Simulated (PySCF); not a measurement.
## Calculated data, AlBFH₄N, CH₄AlO, AlBClH₂N, Al₂O₂ and others

All values are calculated (PySCF 2.14.0). Calculation on a computer-drawn molecule: optimised geometry and harmonic frequencies of an isolated molecule of the commonest isotopes, restricted reference for singlets and unrestricted otherwise, frozen core in MP2.

Common to all runs: charge 0.

```json
{"entry": 1, "formula": "AlBFH4N", "start_structure": {"atoms_angstrom": [["B", -3.2235, -3.1883, 0.7292], ["Al", -1.8244, -2.0584, -0.1611], ["N", -2.0665, -0.5362, -1.0539], ["F", -0.2471, -2.5127, -0.0491], ["H", -3.6036, -4.267, 0.2982], ["H", -3.7696, -2.9799, 1.7469], ["H", -1.2273, -0.0781, -1.516], ["H", -2.8591, -0.0324, -1.3194]]}, "given": {"multiplicity": 1, "method": "HF", "basis": "cc-pV(D+d)Z", "drawn_bonds_atom": [1, 2, 2, 1, 1, 3, 3], "drawn_bonds_other_atom": [2, 3, 4, 5, 6, 7, 8], "drawn_bonds_order": [1, 1, 1, 1, 1, 1, 1]}, "results": {"optimised_atom_element": ["B", "Al", "N", "F", "H", "H", "H", "H"], "optimised_atom_x [angstrom]": [-3.269, -1.748, -2.011, -0.1589, -3.779, -3.671, -1.282, -2.902], "optimised_atom_y [angstrom]": [-3.228, -2.023, -0.5677, -2.472, -4.156, -3.031, -0.01632, -0.1601], "optimised_atom_z [angstrom]": [0.7396, -0.1608, -1.112, 0.0354, 0.168, 1.856, -1.527, -1.325], "modes_frequency [cm^-1]": [89.39, 160.4, 221.1, 230.0, 373.8, 447.8, 546.1, 603.3, 677.6, 820.8, 869.1, 929.4, 1253, 1672, 2656, 2724, 3776, 3859], "modes_reduced_mass [dalton]": [1.03, 3.401, 3.307, 4.353, 1.067, 1.251, 4.401, 1.357, 1.469, 6.452, 2.375, 2.444, 1.132, 1.112, 1.055, 1.121, 1.052, 1.093], "rotational_constants [GHz]": [6.488, 5.048, 2.907], "total_energy [hartree]": -422.9107, "convergence_status_largest_gradient_component [hartree/bohr]": 2.923e-05}}
{"entry": 2, "formula": "CH4AlO", "start_structure": {"atoms_angstrom": [["O", -2.4736, -2.153, -2.755], ["C", -1.5026, -2.2194, -1.8064], ["Al", -0.7143, -0.6168, -1.0855], ["H", -2.7608, -3.0172, -3.0095], ["H", -1.2354, -3.2371, -1.5157], ["H", 0.4086, -0.7996, 0.0136], ["H", -1.1772, 0.8089, -1.5783]]}, "given": {"multiplicity": 2, "method": "MP2", "basis": "cc-pV(D+d)Z", "drawn_bonds_atom": [1, 2, 1, 2, 3, 3], "drawn_bonds_other_atom": [2, 3, 4, 5, 6, 7], "drawn_bonds_order": [1, 1, 1, 1, 1, 1]}, "results": {"optimised_atom_element": ["O", "C", "Al", "H", "H", "H", "H"], "optimised_atom_x [angstrom]": [-2.481, -1.505, -0.71, -2.753, -1.237, 0.4111, -1.181], "optimised_atom_y [angstrom]": [-2.137, -2.211, -0.6125, -3.035, -3.241, -0.8065, 0.8088], "optimised_atom_z [angstrom]": [-2.763, -1.809, -1.081, -3.001, -1.517, 0.0167, -1.582], "modes_frequency [cm^-1]": [222.5, 259.0, 394.6, 526.8, 594.6, 658.5, 676.9, 802.0, 1218, 1233, 1451, 1967, 1979, 3140, 3829], "modes_reduced_mass [dalton]": [2.75, 1.314, 1.144, 1.606, 1.17, 1.264, 2.639, 1.153, 1.023, 4.776, 1.555, 1.034, 1.051, 1.086, 1.067], "rotational_constants [GHz]": [42.41, 4.911, 4.401], "total_energy [hartree]": -357.2971, "spin_squared": 0.759, "convergence_status_largest_gradient_component [hartree/bohr]": 1.145e-05}}
{"entry": 3, "formula": "AlBClH2N", "start_structure": {"atoms_angstrom": [["N", -3.4985, 0.7685, -1.0791], ["Al", -2.0272, 0.1884, -0.8646], ["B", -0.0371, -0.5615, -0.6206], ["Cl", 0.3462, -1.6067, 0.7379], ["H", -4.4193, 1.116, -1.1903], ["H", 0.8606, -0.3126, -1.3652]]}, "given": {"multiplicity": 1, "method": "MP2", "basis": "cc-pV(D+d)Z", "drawn_bonds_atom": [1, 2, 3, 1, 3], "drawn_bonds_other_atom": [2, 3, 4, 5, 6], "drawn_bonds_order": [2, 1, 1, 1, 1]}, "results": {"optimised_atom_element": ["N", "Al", "B", "Cl", "H", "H"], "optimised_atom_x [angstrom]": [-3.47, -2.059, -0.04771, 0.4351, -4.44, 0.8066], "optimised_atom_y [angstrom]": [0.8384, 0.1145, -0.5797, -1.624, 1.128, -0.285], "optimised_atom_z [angstrom]": [-1.192, -0.7408, -0.5894, 0.7241, -1.201, -1.383], "modes_frequency [cm^-1]": [54.18, 58.36, 188.6, 376.5, 424.1, 529.8, 689.8, 880.2, 1043, 1086, 2688, 3737], "modes_reduced_mass [dalton]": [11.42, 12.34, 8.614, 1.314, 1.077, 3.602, 1.473, 3.93, 1.708, 3.639, 1.093, 1.085], "rotational_constants [GHz]": [34.92, 1.504, 1.442], "total_energy [hartree]": -782.1454, "convergence_status_largest_gradient_component [hartree/bohr]": 8.492e-06}}
{"entry": 4, "formula": "Al2O2", "start_structure": {"atoms_angstrom": [["O", 2.9343, 0.3127, -0.2604], ["Al", 2.8606, 1.4094, 0.8673], ["O", 2.7831, 2.5623, 2.0531], ["Al", 2.7028, 3.7574, 3.2818]]}, "given": {"multiplicity": 1, "method": "MP2", "basis": "cc-pV(D+d)Z", "drawn_bonds_atom": [1, 2, 3], "drawn_bonds_other_atom": [2, 3, 4], "drawn_bonds_order": [2, 1, 1]}, "results": {"optimised_atom_element": ["O", "Al", "O", "Al"], "optimised_atom_x [angstrom]": [2.937, 2.861, 2.782, 2.701], "optimised_atom_y [angstrom]": [0.2684, 1.403, 2.581, 3.789], "optimised_atom_z [angstrom]": [-0.306, 0.8607, 2.073, 3.315], "modes_frequency [cm^-1]": [50.37, 50.68, 210.6, 210.7, 451.9, 915.5, 1143], "modes_reduced_mass [dalton]": [17.87, 17.86, 20.33, 20.33, 23.16, 16.94, 19.83], "rotational_constants [GHz]": [1.666, 1.666], "total_energy [hartree]": -634.1401, "convergence_status_largest_gradient_component [hartree/bohr]": 1.143e-05}}
{"entry": 5, "formula": "AlBHO2", "start_structure": {"atoms_angstrom": [["O", 1.7221, -0.1161, 3.3623], ["B", 1.8638, -0.6864, 2.3479], ["O", 2.0359, -1.3229, 1.1309], ["Al", 2.2845, -2.1049, -0.3205], ["H", 3.7035, -1.8786, -0.9018]]}, "given": {"multiplicity": 2, "method": "HF", "basis": "cc-pV(D+d)Z", "drawn_bonds_atom": [1, 2, 3, 4], "drawn_bonds_other_atom": [2, 3, 4, 5], "drawn_bonds_order": [2, 1, 1, 1]}, "results": {"optimised_atom_element": ["O", "B", "O", "Al", "H"], "optimised_atom_x [angstrom]": [1.525, 1.888, 2.284, 2.275, 3.637], "optimised_atom_y [angstrom]": [-0.1896, -0.6661, -1.18, -2.069, -2.004], "optimised_atom_z [angstrom]": [3.38, 2.341, 1.218, -0.2567, -1.064], "modes_frequency [cm^-1]": [62.28, 87.48, 562.7, 581.7, 588.2, 658.5, 1240, 1930, 2209], "modes_reduced_mass [dalton]": [8.888, 2.008, 8.89, 3.349, 11.94, 1.591, 15.9, 1.046, 11.88], "rotational_constants [GHz]": [183.6, 2.535, 2.5], "total_energy [hartree]": -417.0457, "spin_squared": 0.7566, "convergence_status_largest_gradient_component [hartree/bohr]": 4.194e-06}}
{"entry": 6, "formula": "Al2H3NO", "start_structure": {"atoms_angstrom": [["O", 0.3485, 2.4961, 1.2554], ["Al", 1.0722, 1.0238, 1.0682], ["N", 1.7833, -0.4332, 0.9104], ["Al", 2.5216, -2.0049, 0.7579], ["H", 0.1326, 3.2785, 0.7811], ["H", 2.5285, -3.0458, 1.9605], ["H", 3.2206, -2.4621, -0.5961]]}, "given": {"multiplicity": 1, "method": "MP2", "basis": "cc-pV(D+d)Z", "drawn_bonds_atom": [1, 2, 3, 1, 4, 4], "drawn_bonds_other_atom": [2, 3, 4, 5, 6, 7], "drawn_bonds_order": [1, 2, 1, 1, 1, 1]}, "results": {"optimised_atom_element": ["O", "Al", "N", "Al", "H", "H", "H"], "optimised_atom_x [angstrom]": [0.4181, 1.081, 1.605, 2.445, 0.4024, 2.844, 2.812], "optimised_atom_y [angstrom]": [2.453, 0.8988, -0.6101, -1.888, 2.98, -3.225, -1.756], "optimised_atom_z [angstrom]": [1.062, 1.22, 1.803, 0.8629, 0.256, 1.613, -0.6798], "modes_frequency [cm^-1]": [64.01, 84.17, 94.38, 199.2, 208.2, 512.2, 549.7, 585.8, 628.6, 830.7, 865.9, 1131, 1911, 1948, 3944], "modes_reduced_mass [dalton]": [1.715, 4.993, 1.036, 5.615, 8.478, 1.736, 1.231, 2.97, 1.175, 1.324, 2.968, 14.12, 1.045, 1.039, 1.068], "rotational_constants [GHz]": [37.76, 1.72, 1.645], "total_energy [hartree]": -615.4273, "convergence_status_largest_gradient_component [hartree/bohr]": 6.811e-06}}
{"entry": 7, "formula": "H4NOSi", "start_structure": {"atoms_angstrom": [["N", 0.3167, 2.1973, -0.769], ["Si", -1.1915, 1.4571, -0.3851], ["O", -1.176, -0.1146, -0.8975], ["H", 1.1588, 1.8626, -0.3372], ["H", 0.3492, 3.1971, -0.8529], ["H", -2.221, 2.2731, -1.0854], ["H", -0.8211, -0.2871, -1.7589]]}, "given": {"multiplicity": 2, "method": "MP2", "basis": "cc-pV(D+d)Z", "drawn_bonds_atom": [1, 2, 1, 1, 2, 3], "drawn_bonds_other_atom": [2, 3, 4, 5, 6, 7], "drawn_bonds_order": [1, 1, 1, 1, 1, 1]}, "results": {"optimised_atom_element": ["N", "Si", "O", "H", "H", "H", "H"], "optimised_atom_x [angstrom]": [0.3294, -1.189, -1.2, 1.164, 0.3299, -2.206, -0.8133], "optimised_atom_y [angstrom]": [2.183, 1.446, -0.1522, 1.881, 3.201, 2.291, -0.2638], "optimised_atom_z [angstrom]": [-0.8041, -0.3823, -0.8877, -0.3033, -0.8638, -1.076, -1.769], "modes_frequency [cm^-1]": [205.5, 221.1, 370.5, 498.5, 680.3, 746.4, 792.0, 854.4, 909.1, 943.4, 1570, 2199, 3577, 3681, 3842], "modes_reduced_mass [dalton]": [1.312, 1.468, 1.527, 1.287, 1.073, 1.35, 2.844, 2.823, 1.412, 1.538, 1.111, 1.042, 1.051, 1.093, 1.066], "rotational_constants [GHz]": [24.09, 7.172, 5.843], "total_energy [hartree]": -421.0542, "spin_squared": 0.7541, "convergence_status_largest_gradient_component [hartree/bohr]": 8.215e-06}}
{"entry": 8, "formula": "BH5OSi2", "start_structure": {"atoms_angstrom": [["B", -3.5222, 1.6102, -1.8822], ["Si", -1.6508, 2.2886, -1.9712], ["O", -1.1396, 3.2718, -2.971], ["Si", -0.2608, 1.4105, -0.3557], ["H", -3.893, 0.653, -2.4531], ["H", -4.2812, 2.1281, -1.1892], ["H", -1.0169, 0.579, 0.7058], ["H", 0.6873, 0.4325, -0.9406], ["H", 0.4806, 2.3758, 0.3222]]}, "given": {"multiplicity": 1, "method": "HF", "basis": "cc-pV(D+d)Z", "drawn_bonds_atom": [1, 2, 2, 1, 1, 4, 4, 4], "drawn_bonds_other_atom": [2, 3, 4, 5, 6, 7, 8, 9], "drawn_bonds_order": [1, 2, 1, 1, 1, 1, 1, 1]}, "results": {"optimised_atom_element": ["B", "Si", "O", "Si", "H", "H", "H", "H", "H"], "optimised_atom_x [angstrom]": [-3.602, -1.651, -1.125, -0.1862, -3.987, -4.393, -0.9387, 0.8819, 0.4035], "optimised_atom_y [angstrom]": [1.651, 2.21, 3.14, 1.335, 0.6701, 2.283, 0.4517, 0.553, 2.456], "optimised_atom_z [angstrom]": [-1.873, -1.964, -3.028, -0.3052, -2.443, -1.234, 0.6201, -0.9669, 0.4595], "modes_frequency [cm^-1]": [26.07, 126.9, 163.8, 216.4, 229.0, 416.1, 500.6, 546.7, 648.9, 670.5, 936.3, 973.4, 1013, 1020, 1243, 1296, 2298, 2321, 2325, 2688, 2774], "modes_reduced_mass [dalton]": [1.069, 3.319, 1.068, 5.832, 3.073, 7.389, 1.116, 1.334, 1.429, 3.873, 1.343, 1.17, 1.036, 1.035, 1.203, 10.26, 1.039, 1.03, 1.052, 1.053, 1.125], "rotational_constants [GHz]": [6.242, 2.77, 1.996], "total_energy [hartree]": -680.2849, "convergence_status_largest_gradient_component [hartree/bohr]": 1.971e-06}}
{"entry": 9, "formula": "CH5BFN", "start_structure": {"atoms_angstrom": [["C", -2.1458, -1.3637, -1.1034], ["N", -0.918, -0.8213, -0.8578], ["B", -0.2299, 0.0467, -1.5873], ["F", 1.0667, 0.405, -1.254], ["H", -2.8339, -1.172, -0.2647], ["H", -2.6257, -0.9527, -1.9929], ["H", -2.2186, -2.4449, -1.2515], ["H", -0.4246, -1.2818, -0.0204], ["H", -0.6772, 0.581, -2.634]]}, "given": {"multiplicity": 1, "method": "HF", "basis": "cc-pVDZ", "drawn_bonds_atom": [1, 2, 3, 1, 1, 1, 2, 3], "drawn_bonds_other_atom": [2, 3, 4, 5, 6, 7, 8, 9], "drawn_bonds_order": [1, 1, 1, 1, 1, 1, 1, 1]}, "results": {"total_energy [hartree]": null, "rotational_constants [GHz]": null}}
{"entry": 10, "formula": "AlFO", "start_structure": {"atoms_angstrom": [["O", 1.312, -4.4768, 1.1195], ["Al", 0.2163, -4.4839, 2.294], ["F", -0.8923, -4.4829, 3.4795]]}, "given": {"multiplicity": 1, "method": "HF", "basis": "cc-pV(D+d)Z", "drawn_bonds_atom": [1, 2], "drawn_bonds_other_atom": [2, 3], "drawn_bonds_order": [2, 1]}, "results": {"total_energy [hartree]": null, "rotational_constants [GHz]": null}}
```

## Withheld values
1. What total energy does the calculation give for CH₅BFN (entry 9)?
2. Give the missing rotational constants for CH₅BFN (entry 9).
3. Estimate the total energy of AlFO (entry 10).
4. Give the missing rotational constants for AlFO (entry 10).

Answers
1. -219.4600 hartree
2. 41.77, 3.853, 3.607 GHz
3. -416.2592 hartree
4. 5.655, 5.655 GHz

Further results for CH₅BFN (entry 9):

* convergence status largest gradient component: 3.675e-05 hartree/bohr

Optimised structure:
```xyz
9
CH5BFN
C     -2.2043    -1.3813    -1.0950
N     -0.8737    -0.8737    -0.8512
B     -0.1957     0.0588    -1.6201
F      1.0449     0.4250    -1.2526
H     -2.8756    -1.1657    -0.2602
H     -2.6141    -0.9099    -1.9867
H     -2.1991    -2.4620    -1.2562
H     -0.4158    -1.2467    -0.0430
H     -0.6736     0.5519    -2.6010
```

Modes:
```tsv
frequency (cm⁻¹)	reduced mass (dalton)
167.4	1.586
221.4	2.037
299	3.254
521.9	5.406
693.5	1.213
996.6	1.509
1049	1.936
1144	1.469
1223	2.914
1243	1.296
1296	2.01
1395	1.75
1578	1.186
1593	1.041
1608	1.144
1689	2.086
2748	1.098
3175	1.037
3231	1.106
3285	1.101
3825	1.076
```

Further results for AlFO (entry 10):

- convergence status largest gradient component: 9.67e-06 hartree/bohr

Optimised structure:
```xyz
3
AlFO
O      1.2973    -4.4782     1.1357
Al     0.2258    -4.4812     2.2829
F     -0.8872    -4.4842     3.4745
```

Modes:
```tsv
frequency (cm⁻¹)	reduced mass (dalton)
232	21.59
232	21.59
776.5	18.2
1255	20.46
```
